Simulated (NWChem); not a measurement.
# trans-dichloroethylene (C$_{2}$H$_{2}$Cl$_{2}$); SMILES C(=C\Cl)/Cl

Q: Give the equilibrium geometry at PBE0/def2-SVP (NWChem) as a list of bonds and angles, with the point group.

A: point group C2h; any orientation.
Bonds (Å): Cl1–C2 1.720, C2–C3 1.333, C2–H5 1.092, C3–Cl4 1.720, C3–H6 1.092. Bond angles (°): Cl1–C2–C3 121.9, Cl1–C2–H5 115.1, C3–C2–H5 123.0, C2–C3–Cl4 121.9, C2–C3–H6 123.0, Cl4–C3–H6 115.1.
